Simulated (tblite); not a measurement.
C5H13BrSi2.
Atom-mapped SMILES: `[CH2:1]=[C:2]([CH3:3])[Si@@H:4]([Br:5])[CH2:6][CH2:7][SiH3:8]` (hydrogens: H9, H10 on C1; H11, H12, H13 on C3; H14 on Si4; H15, H16 on C6; H17, H18 on C7; H19, H20, H21 on Si8)

Computed with GFN2-xTB (tblite), gas phase: L-BFGS steps from a force-field or distance-geometry start until the largest atomic force falls under 0.01 eV/Å.

At the end of the run (lengths in Å): C2–Si4 1.884, C3–H13 1.088, Si4–C6 1.901, C6–H15 1.092, C7–Si8 1.904, Si4–Br5 2.233, C2–C3 1.499, Si4–C6–C7 113.3°, C3–C2–Si4 115.2°, C6–C7–Si8 112.4°, C2–Si4–C6 112.3°, C1–C2–Si4–Br5 1°, C2–Si4–C6–C7 -170°, Si4–C6–C7–Si8 -179°, H17–C7–Si8–H19 -175°, H19–Si8–C7–C6 -53°.

Question: These geometries were met on the way; a selection of coordinates is given. Order them by energy above the end point, lowest first.
A. C2–Si4 1.831, C3–H13 1.137, Si4–C6 1.855, C6–H15 1.137, C7–Si8 1.863, Si4–Br5 2.274, C2–C3 1.465, Si4–C6–C7 104.3°, C3–C2–Si4 121.6°, C6–C7–Si8 113.2°, C2–Si4–C6 113.7°, C1–C2–Si4–Br5 14°, C2–Si4–C6–C7 -151°, Si4–C6–C7–Si8 180°, H17–C7–Si8–H19 145°, H19–Si8–C7–C6 -90°
B. C2–Si4 1.885, C3–H13 1.090, Si4–C6 1.907, C6–H15 1.090, C7–Si8 1.901, Si4–Br5 2.237, C2–C3 1.501, Si4–C6–C7 111.9°, C3–C2–Si4 117.2°, C6–C7–Si8 117.5°, C2–Si4–C6 116.8°, C1–C2–Si4–Br5 9°, C2–Si4–C6–C7 -149°, Si4–C6–C7–Si8 179°, H17–C7–Si8–H19 151°, H19–Si8–C7–C6 -85°
C. C2–Si4 1.883, C3–H13 1.088, Si4–C6 1.908, C6–H15 1.093, C7–Si8 1.909, Si4–Br5 2.230, C2–C3 1.499, Si4–C6–C7 113.5°, C3–C2–Si4 116.4°, C6–C7–Si8 116.0°, C2–Si4–C6 115.3°, C1–C2–Si4–Br5 8°, C2–Si4–C6–C7 -152°, Si4–C6–C7–Si8 180°, H17–C7–Si8–H19 158°, H19–Si8–C7–C6 -79°
D. C2–Si4 1.868, C3–H13 1.075, Si4–C6 1.890, C6–H15 1.083, C7–Si8 1.889, Si4–Br5 2.251, C2–C3 1.500, Si4–C6–C7 103.8°, C3–C2–Si4 121.8°, C6–C7–Si8 113.4°, C2–Si4–C6 113.5°, C1–C2–Si4–Br5 14°, C2–Si4–C6–C7 -150°, Si4–C6–C7–Si8 179°, H17–C7–Si8–H19 147°, H19–Si8–C7–C6 -89°
E. C2–Si4 1.876, C3–H13 1.095, Si4–C6 1.898, C6–H15 1.091, C7–Si8 1.897, Si4–Br5 2.250, C2–C3 1.501, Si4–C6–C7 108.2°, C3–C2–Si4 120.4°, C6–C7–Si8 117.4°, C2–Si4–C6 114.8°, C1–C2–Si4–Br5 12°, C2–Si4–C6–C7 -149°, Si4–C6–C7–Si8 180°, H17–C7–Si8–H19 150°, H19–Si8–C7–C6 -86°

Answer: C (0.074 eV), B (0.122 eV), E (0.205 eV), D (0.348 eV), A (0.608 eV).

| step | E above end (eV) | rms distance from the end, all atoms (Å) | largest force (eV/Å) | rms shift of all bonds from the end (Å) |
| --- | --- | --- | --- | --- |
| 28 | 0.074 | 0.298 | 0.106 | 0.003 |
| 15 | 0.122 | 0.358 | 0.219 | 0.004 |
| 7 | 0.205 | 0.395 | 0.402 | 0.006 |
| 3 | 0.348 | 0.414 | 0.576 | 0.009 |
| 0 | 0.608 | 0.421 | 2.217 | 0.029 |

Rows stand in the order of the answer.
